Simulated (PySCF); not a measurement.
**Pr²⁴⁺: ionisation energy**

Pr²⁴⁺ [Ar] 3d10 4s2 4p5 [4p1/2^2 4p3/2^3, M_J = 3/2] → Pr²⁵⁺ [Ar] 3d10 4s2 4p4 [4p1/2^2 4p3/2^2, M_J = 2], as a difference of total energies. Computed with PySCF 2.14 in an even-tempered Gaussian basis (17 s from 1.8 bohr⁻², ratio 2.8; 14 p from 2.3 bohr⁻², ratio 2.8; 9 d from 4.2 bohr⁻², ratio 2.8; 4 f from 13 bohr⁻², ratio 3), with the two-component X2C-1e Hamiltonian. Correlated levels: [Ne] frozen; the 90 highest virtual spinors dropped. "Screened" scales the spin-orbit matrix elements by Boettger's factors to mimic the two-electron term; Breit and QED terms are absent.

```csv
method,ionisation energy (eV)
GHF (screened spin-orbit),837.16
GMP2 (screened spin-orbit),838.48
```

Question: How much does correlation contribute at GMP2 (screened spin-orbit)?

Answer: 838.48 − (837.16) = 1.32 eV, measured against GHF (screened spin-orbit).

Breit and QED terms and the two-electron picture change are absent.

The labels give the starting determinants; with spin-orbit coupling the two ends relaxed to ⟨J²⟩ = 3.75, ⟨L²⟩ = 2.03, ⟨S²⟩ = 0.78 and ⟨J²⟩ = 6.01, ⟨L²⟩ = 3.08, ⟨S²⟩ = 1.50.

For comparison: 840 ± 4 eV (theoretical estimate listed by NIST; NIST Atomic Spectra Database, ionization energies).
